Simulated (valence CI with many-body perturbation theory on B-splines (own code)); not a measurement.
Sn: calculated level list

Method: relativistic CI+MBPT: four valence electrons over a frozen Dirac-Fock core [Kr] 4d10, a basis of 11 s, 11 p, 9 d, 7 f, 5 g, 2 h, 1 i functions for each j, with the one-electron correlation potential Σ1 (screened to all orders), the two-electron term Σ2, the three-electron term Σ3, Breit, model QED; selected single and double excitations, second order for the rest, scaled by the run's own slope (own B-spline code, finite nucleus).

Against 31 measured levels this calculation errs by 50 cm⁻¹ on average and by 287 at most. These come from a selection out of the NIST Handbook of Basic Atomic Spectroscopic Data. Levels without a partner in it may be off by more. Among the levels kept, up to 400 cm⁻¹ of a level comes from second order outside the variational space, and about a tenth of that is noise between levels of different J, which matters for small intervals.

Levels 1 to 45 of 58, with energies above the lowest level, (5s^2 5p1/2^2) J=0. "Leading %" is the weight of the configuration and term that name the level; weights of strongly mixed levels are sums over their largest components and can fall short. In the jj column 3d3/2^4 stands for four electrons in 3d with j = 3/2.

```
No.  Configuration  Term  J  E (eV)  Leading %    Second component               Leading jj      g
  1        5s2 5p2    3P  0  0.0000         91                          5s^2 5p1/2^2 (78 %)       
  2        5s2 5p2    3P  1  0.2102         94                      5s^2 5p1/2 5p3/2 (94 %)  1.501
  3        5s2 5p2    3P  2  0.4253         84     10 % 5s2 5p2 1D  5s^2 5p1/2 5p3/2 (62 %)  1.448
  4        5s2 5p2    1D  2   1.063         84     10 % 5s2 5p2 3P      5s^2 5p3/2^2 (62 %)  1.053
  5        5s2 5p2    1S  0   2.117         89                          5s^2 5p3/2^2 (76 %)       
  6      5s2 5p 6s   3P°  0   4.307         92                         5s^2 5p1/2 6s (92 %)       
  7      5s2 5p 6s   3P°  1   4.340         70  22 % 5s2 5p 6s 1P°     5s^2 5p1/2 6s (90 %)  1.380
  8      5s2 5p 6s   3P°  2   4.802         91                         5s^2 5p3/2 6s (91 %)  1.501
  9         5s 5p3   5S°  2   4.877         92                      5s 5p1/2 5p3/2^2 (50 %)  1.994
 10      5s2 5p 6s   1P°  1   4.879         65  22 % 5s2 5p 6s 3P°     5s^2 5p3/2 6s (86 %)  1.119
 11      5s2 5p 6p    3D  1   5.248         59   29 % 5s2 5p 6p 1P  5s^2 5p1/2 6p1/2 (89 %)  0.703
 12      5s2 5p 6p    3P  1   5.376         40   19 % 5s2 5p 6p 3S  5s^2 5p1/2 6p3/2 (88 %)  1.341
 13      5s2 5p 6p    3D  2   5.383         60   18 % 5s2 5p 6p 1D  5s^2 5p1/2 6p3/2 (88 %)  1.184
 14      5s2 5p 5d   1D°  2   5.409         42  40 % 5s2 5p 5d 3F°  5s^2 5p1/2 5d3/2 (74 %)  0.879
 15      5s2 5p 6p    3P  0   5.429         76   14 % 5s2 5p 6p 1S  5s^2 5p1/2 6p1/2 (86 %)       
 16      5s2 5p 5d   3D°  2   5.464         40  18 % 5s2 5p 5d 3F°  5s^2 5p1/2 5d5/2 (66 %)  1.115
 17      5s2 5p 5d   3D°  1   5.509         60     12 % 5s 5p3 3D°  5s^2 5p1/2 5d3/2 (67 %)  0.640
 18      5s2 5p 5d   3F°  3   5.520         45  29 % 5s2 5p 5d 3D°  5s^2 5p1/2 5d5/2 (78 %)  1.170
 19      5s2 5p 6p    1P  1   5.777         41   29 % 5s2 5p 6p 3P  5s^2 5p3/2 6p3/2 (48 %)  1.108
 20      5s2 5p 6p    3D  3   5.827         90                      5s^2 5p3/2 6p3/2 (90 %)  1.334
 21      5s2 5p 5d   3F°  2   5.836         30  29 % 5s2 5p 5d 1D°  5s^2 5p3/2 5d3/2 (59 %)  0.937
 22      5s2 5p 6p    3P  2   5.856         51   27 % 5s2 5p 6p 3D  5s^2 5p3/2 6p1/2 (73 %)  1.335
 23      5s2 5p 5d   3D°  3   5.876         38  34 % 5s2 5p 5d 3F°  5s^2 5p3/2 5d5/2 (43 %)  1.234
 24      5s2 5p 6p    3S  1   5.927         67   21 % 5s2 5p 6p 3P  5s^2 5p3/2 6p1/2 (52 %)  1.850
 25      5s2 5p 5d   3F°  4   5.960         87                      5s^2 5p3/2 5d5/2 (87 %)  1.251
 26      5s2 5p 7s   3P°  0   5.969         90                         5s^2 5p1/2 7s (90 %)       
 27      5s2 5p 7s   3P°  1   5.971         59  29 % 5s2 5p 7s 1P°     5s^2 5p1/2 7s (88 %)  1.324
 28      5s2 5p 6p    1D  2   5.975         60   26 % 5s2 5p 6p 3P  5s^2 5p3/2 6p3/2 (74 %)  1.150
 29      5s2 5p 5d   3P°  2   6.028         66   8 % 5s2 5p 5d 3D°  5s^2 5p3/2 5d5/2 (57 %)  1.402
 30      5s2 5p 5d   3P°  1   6.064         57  11 % 5s2 5p 5d 1P°  5s^2 5p3/2 5d3/2 (63 %)  1.228
 31      5s2 5p 6p    1S  0   6.126         68   13 % 5s2 5p 6p 3P  5s^2 5p3/2 6p3/2 (77 %)       
 32      5s2 5p 5d   3P°  0   6.131         85      5 % 5s 5p3 3P°  5s^2 5p3/2 5d3/2 (85 %)       
 33      5s2 5p 5d   1F°  3   6.184         62   8 % 5s2 5p 6d 3F°  5s^2 5p3/2 5d3/2 (47 %)  1.039
 34      5s2 5p 5d   1P°  1   6.209         38  20 % 5s2 5p 5d 3P°  5s^2 5p3/2 5d5/2 (47 %)  1.061
 35      5s2 5p 7p    3D  1   6.280         65   21 % 5s2 5p 7p 1P  5s^2 5p1/2 7p1/2 (89 %)  0.665
 36      5s2 5p 6d   3D°  2   6.314         30  22 % 5s2 5p 6d 3P°  5s^2 5p1/2 6d5/2 (60 %)  1.189
 37      5s2 5p 7p    3P  1   6.323         45   25 % 5s2 5p 7p 3S  5s^2 5p1/2 7p3/2 (90 %)  1.470
 38      5s2 5p 7p    3D  2   6.330         49   25 % 5s2 5p 7p 1D  5s^2 5p1/2 7p3/2 (89 %)  1.175
 39      5s2 5p 6d   3F°  2   6.337         50  26 % 5s2 5p 6d 1D°  5s^2 5p1/2 6d3/2 (77 %)  0.854
 40      5s2 5p 7p    3P  0   6.358         65   19 % 5s2 5p 7p 1S  5s^2 5p1/2 7p1/2 (82 %)       
 41      5s2 5p 6d   3D°  1   6.380         25  18 % 5s2 5p 5d 1P°  5s^2 5p1/2 6d3/2 (38 %)  0.867
 42      5s2 5p 6d   3F°  3   6.413         33  20 % 5s2 5p 6d 3D°  5s^2 5p1/2 6d5/2 (64 %)  1.134
 43      4f 5s2 5p    3G  3   6.476         67   17 % 4f 5s2 5p 1F  4f5/2 5s^2 5p1/2 (91 %)  0.826
 44      4f 5s2 5p    3G  4   6.477         37   30 % 4f 5s2 5p 1G  4f7/2 5s^2 5p1/2 (91 %)  1.088
 45      4f 5s2 5p    3D  3   6.477         47   28 % 4f 5s2 5p 3F  4f7/2 5s^2 5p1/2 (91 %)  1.197
```

Where two levels of one J and parity lie close, their mixing, g and order are uncertain.

The ionisation energy to 5s2 5p 2P°_1/2 of the next ion comes out as 7.3391 eV (NIST: 7.34392 eV (measured)). All 58 levels together are meant to be complete up to 6.728 eV.
